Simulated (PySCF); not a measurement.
A structure optimised at PBE-D3(BJ)/def2-SVP, used in a PySCF frequency run:

```
C
H 1 1.1116
H 1 1.1116 2 105.84
C 1 1.5337 2 110.79 3 -120.17
H 4 1.1095 1 112.27 2 -61.15
H 4 1.1095 5 106.95 1 123.56
H 4 1.1119 5 106.78 6 114.02
Zn 1 1.9357 2 107.04 3 113.92
F 8 1.7581 2 154.71 1 179.59
```

**Question.** Write its SMILES, formula and point group.

**Answer.** C[CH2][Zn][F], C₂H₅FZn, Cs

**Question.** What are its rotational constants (standard atomic weights)?

**Answer.** 24.431, 2.2572, 2.1216 GHz
